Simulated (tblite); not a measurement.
A tight-binding relaxation on `[C@@H]1(C#C)N(B)[CH2][GeH2]1`.

Computed with GFN2-xTB geometry optimisation, gas phase (tblite 0.8.0). Start geometry: from a force field or distance geometry. The input is one job of a driver script: a line of settings, then coordinates in Å.

Command:
```bash
OMP_NUM_THREADS=1 python probes_run.py task.json out
```

Input:
```
{"job": {"kind": "relax", "xc": "GFN2-xTB", "basis": "xTB"}, "charge": 0, "multiplicity": 1}
B      0.491900     2.030100     0.776300
N      0.052700     0.558600     0.776100
C     -1.351800     0.389000     0.434900
Ge    -1.115600    -0.619000    -1.208200
C      0.581600    -0.174400    -0.372600
C      1.281300    -1.385600     0.048500
C      1.866300    -2.377900     0.402100
H      1.021800     2.499900     1.728600
H      0.291800     2.708800    -0.170200
H     -1.885800    -0.218900     1.203400
H     -1.912900     1.339800     0.226700
H     -1.414100     0.194400    -2.476600
H     -1.503200    -2.119300    -1.036500
H      1.221200     0.429200    -1.073700
H      2.370500    -3.246800     0.719300
```

Output:
```
step      E/eV     max force
  0    -505.29693    2.918
  1    -505.53622    1.127
  2    -505.59224    2.996
  3    -505.67456    1.368
  4    -505.74485    0.970
  5    -505.83223    0.618
  6    -505.85209    0.537
  7    -505.87528    0.237
  8    -505.88325    0.275
  9    -505.89288    0.251
... (56 lines left out)
 66    -507.27794    0.057
 67    -507.27831    0.081
 68    -507.27855    0.040
 69    -507.27864    0.020
 70    -507.27868    0.014
 71    -507.27872    0.019
 72    -507.27877    0.027
 73    -507.27882    0.023
 74    -507.27885    0.013
 75    -507.27887    0.009
```

«max force» is the largest atomic force in eV/Å.

Problem. From which step on does the largest force stay under 0.1 eV/Å, and how much energy is left to gain from there?

Solution. From step 63 (0.074 eV/Å), 2.2 meV above the end.

In short: energy lowered by 45.7 kcal/mol over 75 steps; largest atomic force 0.009 eV/Å at the end.

Problem. Where do the atoms end?

Solution. 0.668 Å rms from the input after alignment:
```
atom  x, y, z in Å
B1     0.5912    1.8387    0.9159
N2    -0.0244    0.8169    0.2348
C3    -1.4383    0.4600    0.2533
Ge4   -1.1839   -0.6830   -1.3604
C5     0.6305   -0.1651   -0.6370
C6     1.2925   -1.2081    0.1039
C7     1.7993   -2.0761    0.7568
H8     1.7485    1.9828    0.7970
H9    -0.0649    2.5445    1.5837
H10   -1.6950   -0.1126    1.1515
H11   -2.0842    1.3382    0.2134
H12   -1.5776   -0.0840   -2.6949
H13   -1.6208   -2.1324   -1.3447
H14    1.3473    0.3128   -1.3120
H15    2.2755   -2.8248    1.3168
```

Time: 0.79 s of wall time. Hardware: Arm Neoverse N1, one thread (shared host).
Labels such as C1 count atoms from 1, the log's own numbers from 0.
